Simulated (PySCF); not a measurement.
oxadisiletane (CH6OSi2), SMILES C1O[SiH2][SiH2]1.

Geometry optimised at TPSSh-D3(BJ)/def2-SVP.

Calculation: M06-2X/def2-TZVP run with PySCF.

Symmetry labels are those of the subgroup Cs that the program uses (full group Cs).

List the valence orbital energies around the gap with their symmetry. (An estimate is asked for; the answer gives what the named calculation found.)


| orbital | symmetry | energy (eV) |
|---|---|---|
| HOMO−7 | A" | -14.30 |
| HOMO−6 | A' | -13.88 |
| HOMO−5 | A' | -13.03 |
| HOMO−4 | A" | -11.42 |
| HOMO−3 | A" | -11.16 |
| HOMO−2 | A" | -9.46 |
| HOMO−1 | A' | -9.33 |
| HOMO | A' | -8.71 |
| LUMO | A' | 0.36 |
| LUMO+1 | A' | 0.56 |
| LUMO+2 | A" | 1.08 |
| LUMO+3 | A' | 1.91 |
